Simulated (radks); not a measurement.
Values are calculated unless marked as measured or tabulated.
O+, 7 electrons, occupied as [He] 2s2 2p3.

Level of theory: Dirac Kohn-Sham, LB94 model potential, spin-unpolarised, spherical densities, finite nucleus; open shells fill j = l - 1/2 first; Fermi nuclear charge, rms radius 2.6991 fm (a radial shooting solver on a logarithmic mesh with Libxc functionals).

Energy parts (hartree):
kinetic: 75.00464
electron-nucleus: -173.58667
Hartree: 32.07382
(The LB94 potential has no energy functional, so no total or exchange-correlation energy is given.)

Orbitals (lengths in bohr, moments of r in powers of bohr; <r^-3> diverges for s and p1/2):
orbital,occ.,eigenvalue (hartree),<r^-3>,<r^4>,small-component weight
1s1/2,2,-20.58767,-,0.007224,7.79e-04
2s1/2,2,-1.70822,-,3.845,9.23e-05
2p1/2,2,-1.17643,-,5.251,8.39e-05
2p3/2,1,-1.17459,6.726,5.277,8.38e-05
3s1/2,0,-0.41541,-,301.5,1.81e-05
3p1/2,0,-0.31668,-,546.3,1.54e-05
3p3/2,0,-0.31645,0.8472,547.9,1.54e-05

The highest occupied level is 2p3/2 at -31.962 eV. Summed over all electrons, <r^2> = 7.514 bohr^2, which gives a Langevin (diamagnetic) susceptibility term of -5.95 x 10^-6 cm^3/mol. For comparison, the ionisation energy in NIST's Atomic Spectra Database is 35.121 eV (measured). In exact Kohn-Sham theory the highest level is minus the ionisation energy, but local and semilocal functionals leave it too shallow, through self-interaction and a potential that decays too fast; potentials with the right tail come closer. The density falls to 0.001 e/bohr^3 at r = 2.85 bohr. The electron density at the nucleus is 322.4 e/bohr^3.

Beside tabulated values, note that spin-unpolarised runs miss the spin-polarisation part of the exchange energy of open shells.
